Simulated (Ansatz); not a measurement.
`[Br][SnH2][Br]` + NH₃ → `[NH2][SnH2][Br]` + HBr at 298.15 K and 1 bar (ligand exchange at the Sn–Br bond).

Isolated molecules relaxed with PBE0-D4/def2-TZVP in Ansatz; ΔE leaves out vibrations. CBS: MP2 limit from def2 TZ/QZ plus the TZ coupled-cluster correction, frozen cores. This one scheme is used for every species. Elements past krypton have def2 core potentials. For Br, Sn outer-core shells are correlated without core-valence functions, which leaves a few kJ/mol of doubt a bond. Scalar relativity is left out up to krypton. Each species was taken in one conformer, which may not be the lowest.

```json
{"species": "`[Br][SnH2][Br]`", "CCSD(T)/CBS energy (Eh)": "-5361.94777", "H − E (kJ/mol)": "57.0", "S (J/(mol·K))": "337.7"}
{"species": "NH₃", "CCSD(T)/CBS energy (Eh)": "-56.50880", "H − E (kJ/mol)": "100.5", "S (J/(mol·K))": "192.4"}
{"species": "`[NH2][SnH2][Br]`", "CCSD(T)/CBS energy (Eh)": "-2844.49555", "H − E (kJ/mol)": "122.0", "S (J/(mol·K))": "342.4"}
{"species": "HBr", "CCSD(T)/CBS energy (Eh)": "-2573.91920", "H − E (kJ/mol)": "24.6", "S (J/(mol·K))": "198.6"}
```

H − E and S are ideal-gas, rigid-rotor, harmonic terms from PBE0-D4/def2-TZVP, for one conformer and one mirror image of each species. 1 Eh = 2625.50 kJ/mol, R = 8.31446 J/(mol·K).

Task: By hand: ΔE, ΔH, ΔS and ΔG.

Result: ΔE = (-2844.49555) + (-2573.91920) − (-5361.94777) − (-56.50880) = 0.04182 Eh = 109.8 kJ/mol. Δ(H − E) = 122.0 + 24.6 − 57.0 − 100.5 = -10.9, so ΔH = 98.9 kJ/mol. ΔS = 342.4 + 198.6 − 337.7 − 192.4 = 10.9 J/(mol·K). ΔG = 98.9 − 298.15 × (10.9)/1000 = 95.7 kJ/mol.

Task: By hand: the equilibrium constant, and the temperature at which ΔG would vanish if ΔH and ΔS stayed fixed.

Result: log₁₀ K = −ΔG/(RT ln 10) = -16.8. ΔG = 0 at ΔH/ΔS = 9073 K, far beyond where these terms or the molecules hold.

The number of gas molecules stays the same, so ΔS is small and ΔH decides. A doubt of 5 kJ/mol in ΔE shifts log₁₀ K by 0.9 here. Other conformers and mirror images would add mixing entropy, several J/(mol·K) or more a flexible species. These are equilibria of isolated gas molecules and say nothing of rates. Largest T1 diagnostic: 0.011 (customary marks: 0.02 for closed shells, 0.045 for open ones).
